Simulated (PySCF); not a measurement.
Compound: C5H7F2Si2 (charge +1).
Geometry (GFN2-xTB, Å), atoms numbered from 1 in this order:
```xyz
16
C5H7F2Si2 angstrom
F     -2.7167   -0.6567   -1.5006
C     -2.4783   -0.1819   -0.2513
F     -2.9131   -1.1494    0.5939
C     -0.9877   -0.0210   -0.0787
C     -0.4726    1.1716    0.2860
C      0.9055    1.5536    0.5001
C      2.0224    0.8177    0.3761
Si     2.2276   -1.0009   -0.1118
Si    -0.0337   -1.6034   -0.4235
H     -3.0810    0.7221   -0.0946
H     -1.1731    1.9845    0.4477
H      1.0156    2.5899    0.7983
H      2.9532    1.3325    0.5875
H      2.7873   -1.7740    1.0007
H      2.9456   -1.1318   -1.3832
H     -1.0085   -2.6437   -0.7581
```

Level of theory: TDDFT PBE0/def2-SVPD, vertical, gas phase, core orbitals frozen in the response in PySCF 2.14.0, density-fitted response routines.

Frontier orbitals with the atoms that hold most of them (Löwdin shares over 4%, at most four atoms; ? is withheld):

```
orbital  ε (eV)                             atoms
 LUMO+2   -5.50  Si9 43%, Si8 22%, H16 18%, C7 9%
 LUMO+1   -6.26   C7 19%, C4 19%, Si9 16%, C6 15%
   LUMO   -8.63  Si9 45%, C5 12%, C4 11%, Si8 10%
   HOMO       ?                                 ?
 HOMO-1  -13.33                                 ?
 HOMO-2  -13.98   C7 25%, Si8 16%, C6 11%, Si9 7%
 HOMO-3  -14.40    C5 16%, C6 13%, C4 12%, F1 12%
```

Task: Give the leading atoms of the HOMO.

Result: C7 (bonded to C, Si and H) 26%; C4 (bonded to 2 C and Si) 21%; C6 (bonded to 2 C and H) 20%; C5 (bonded to 2 C and H) 10%.

Task: Which atoms hold the HOMO-1, and with what shares?

Result: Si9 (bonded to C, Si and H) 21%; C4 (bonded to 2 C and Si) 16%; Si8 (bonded to C, Si and 2 H) 14%; C2 (bonded to C, 2 F and H) 12%. By element: silicon 35%, carbon 28% or more.

Task: What is the HOMO energy, and the HOMO–LUMO gap?

Result: ε(HOMO) = -12.23 eV; the gap is 3.60 eV (0.1321 hartree).

Task: How does S1 compare with the orbital gap of 3.60 eV?

Result: S1 is at 2.74 eV (f = 0.048), 0.85 eV below the gap, made of HOMO→LUMO (98%). Without the coupling terms of the response equations the lowest excitation would equal the gap.

Task: One configuration dominates each of S1, S2, S3 and S7. Which, and how do the shares of the two leading atoms of either orbital change from the occupied to the empty one?

Result: 
- S1 (2.74 eV, f 0.048), HOMO→LUMO (98%): C7 26% → at most 10%, C4 21% → 11%, Si9 at most 11% → 45%, C5 10% → 12%
- S2 (3.33 eV, f 0.0034), HOMO-1→LUMO (99%): Si9 21% → 45%, C4 16% → 11%, C5 at most 12% → 12%
- S3 (4.06 eV, f 0.0010), HOMO-2→LUMO (98%): C7 25% → at most 10%, Si8 16% → 10%, Si9 7% → 45%, C5 at most 7% → 12%
- S7 (5.45 eV, f 0.221), HOMO→LUMO+1 (74%): C7 26% → 19%, C4 21% → 19%

Löwdin shares depend on the basis, the more so with diffuse functions.

On one thread, Arm Neoverse V1 (aarch64), shared host, this took 54 s and 1.0 GiB of memory at its peak.

One conformer stands for the species.
